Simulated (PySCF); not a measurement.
Telling isomers of C$_{7}$H$_{5}$ClO apart by NMR

Equivalent nuclei averaged, a single conformation, non-relativistic Hamiltonian, isolated molecule. Coordinates at the GFN2-xTB level; GIAO PBE0/pcSseg-1 shieldings; PySCF 2.14.

δ = σ(ref) − σ, references computed at the same level: 1H, 13C vs TMS. Where no couplings were computed, multiplicities follow the n + 1 count of equivalent neighbours, and m marks all less simple cases (inequivalent or close neighbours, rings, F or P nearby). Shifts are as computed. Against solution values, carbons near 30 ppm lie about +3 ppm off and those near 130 ppm about +5 ppm; carbons on Cl a further +6 ppm. Of 1211 compounds with measured shifts, 218 miss one by over three times the rms of a fit or turn the order of signals round; such compounds aren't used in these exercises. Carbons bonded to Cl come out too deshielded.

(1) Tabulate the signals of `O=Cc1cccc(Cl)c1`, `O=c1cccc(Cl)cc1` and their relative energies.

(2) What is the quickest way to tell O=Cc1cccc(Cl)c1 from O=c1cccc(Cl)cc1?

## Answers

(1) 
| SMILES | carbon types | δC | δH | E rel. (kcal/mol) |
| --- | --- | --- | --- | --- |
| O=Cc1cccc(Cl)c1 | 2×C 5×CH | 195.0, 146.7, 142.2, 141.1, 140.0, 135.7, 132.0 | 10.12 (s, 1H), 8.39 (d, 1H), 7.85 (m, 1H), 7.83 (s, 1H), 7.81 (m, 1H) | 0.0 |
| O=c1cccc(Cl)cc1 | 2×C 5×CH | 187.3, 154.7, 152.5, 152.4, 142.2, 140.1, 138.1 | 7.26 (m, 1H), 7.22 (m, 1H), 7.13 (m, 1H), 7.11 (m, 1H), 7.06 (m, 1H) | 24.1 |

Energies are electronic energies at PBE0/pcSseg-1 on these geometries, without zero-point or thermal terms, each for the one conformer computed, which needn't be the lowest.

(2) Both give the same number of carbon signals, with the same numbers of each carbon type, so the positions decide. The first has an aldehyde carbonyl carbon (CH) at 195.0 ppm, the second a ring carbonyl carbon (C) at 187.3 ppm. In the proton spectra the most deshielded non-exchanging signals are 10.12 (s, 1H) and 7.26 (m, 1H).
